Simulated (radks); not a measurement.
Fractional charge and spin in the 5p shell of holmium: the spin-up occupation runs from 2 to 3 and the spin-down occupation from 2 to 3; the fullest corner is Ho2+, [Kr] 4d10 4f(up 5.5, down 5.5) 5s2 5p(up 3, down 3). Method: scalar-relativistic Kohn-Sham, PBEsol, spin-polarised, spherical densities, point nucleus; computed with a radial shooting solver on a logarithmic mesh with Libxc functionals. Energy (eV) minus the two flat planes that join the four corners (they meet along the diagonal where the two added fractions sum to one electron); zero is where a piecewise linear energy would lie.

| down \ up | 2 | 2.25 | 2.5 | 2.75 | 3 |
|---|---|---|---|---|---|
| 2 | 0.000 | -1.293 | -1.718 | -1.284 | 0.000 |
| 2.25 | -1.293 | -1.660 | -1.171 | 0.166 | -1.219 |
| 2.5 | -1.718 | -1.171 | 0.221 | -1.111 | -1.618 |
| 2.75 | -1.284 | 0.166 | -1.111 | -1.565 | -1.207 |
| 3 | 0.000 | -1.219 | -1.618 | -1.207 | 0.000 |

Corners above the fullest one (they belong to Ho3+ and the next ion): (up 3, down 2) 46.484 eV, (up 2, down 3) 46.484 eV, (up 2, down 2) 107.20 eV. With half an added electron in each spin the energy lies 0.221 eV from the planes, and with half an added electron in spin up alone -1.718 eV. The planes are only a guide here: the flat-plane condition holds for ground states with one frontier orbital, while this shell lies below other occupied shells, so the corners above the fullest one are inner-hole states and not the ground states of those ions.
